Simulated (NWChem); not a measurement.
System: ZnF cation; SMILES [F][Zn+]

NWChem input:

```
start job
memory heap 200 mb stack 900 mb global 1100 mb
charge 1
geometry units angstroms
  Zn     0.000000     0.000000    -0.392321
  F      0.000000     0.000000     1.326688
end
basis spherical
  * library def2-svp
end
dft
  xc becke88 lyp
  iterations 150
end
driver
  maxiter 120
end
task dft optimize
task dft freq
```

The level has its own optimisation; frequencies are unscaled.

Problem. Give the results of this calculation. (BLYP/def2-SVP.) Quantities: r F–Zn (Å); highest harmonic frequency (cm⁻¹); zero-point energy (kcal/mol).

Solution. 
```json
{
  "r F–Zn (Å)": "1.740",
  "highest harmonic frequency (cm⁻¹)": "676",
  "zero-point energy (kcal/mol)": "1.0"
}
```
